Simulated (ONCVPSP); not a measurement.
# B: variants of one ONCV potential

Base potential:

B (Z = 5), optimised norm-conserving Vanderbilt (ONCV), made with ONCVPSP 4.0.1 (PBE, scalar-relativistic). Core none, reference 1s2 2s2 2p1. Waves: 1s+2s: rc 0.70 bohr, ncon 4, nbas 7, qcut 16.2 1/bohr, 2 projectors; 2p: rc 2.85 bohr, ncon 3, nbas 8, qcut 4.1 1/bohr, 2 projectors, debl 3.2 Ha; d scattering state at 0.33 Ha: rc 2.70 bohr, ncon 4, nbas 9, qcut 3.2 1/bohr, 2 projectors, debl 1.9 Ha. Local part: polynomial inside 0.45 bohr (lpopt 5, dvloc0 0 Ha). Core correction: none.

Cutoffs, loose and tight: the cutoffs (Ha) at which the residual kinetic energy of the hardest occupied pseudo-wave falls to 1 and 0.1 mHa per electron. They do not see the model core or the augmentation charge, which bear on the density cutoff. Test errors are all-electron minus pseudo excitation energies from the reference, over the configurations 1s2 2s2 2p0; 1s2 2s1 2p0; 1s2 2s0 2p0; 1s2 2s1 2p1. A dash means not determined; rows that change the core or the reference have their own tests. The largest error is taken over the tests solved by every variant that gives reliable tests at all: 1s2 2s1 2p0; 1s2 2s1 2p1; 1s2 2s2 2p0.

| change | outcome | cutoff, loose | cutoff, tight | bound ghosts | GHOST(+) flags above zero | largest test error (meV) |
| --- | --- | --- | --- | --- | --- | --- |
| base | generated | 111 Ha | 127 Ha | none | p, d | +307 |
| p: qcut 4.5 | generated | 111 Ha | 127 Ha | none | p, d | +260 |
| p: qcut 4.9 | generated | 111 Ha | 127 Ha | none | p, d | +223 |
| p: qcut 5.4 | generated | 111 Ha | 127 Ha | none | p, d | +185 |
| p: qcut 5.9 | generated | 111 Ha | 127 Ha | none | p, d | +155 |

(1) What comes out with this change to the base: p: qcut 3.6?

(2) What comes out with this change to the base: p: qcut 2.5?

(3) What comes out with this change to the base: p: qcut 3.3?

Answers

(1) outcome: generated; cutoff, loose: 111 Ha; cutoff, tight: 127 Ha; bound ghosts: none; GHOST(+) flags above zero: p, d; largest test error (meV): +386.

(2) outcome: generated; cutoff, loose: 111 Ha; cutoff, tight: 127 Ha; bound ghosts: none; GHOST(+) flags above zero: d; largest test error (meV): +686.

(3) outcome: generated; cutoff, loose: 111 Ha; cutoff, tight: 127 Ha; bound ghosts: none; GHOST(+) flags above zero: d; largest test error (meV): +449.

Reading the sweep of the qcut of the p channel (base included, trends over the rows without a ghost): The loose cutoff stays near 111 Ha.
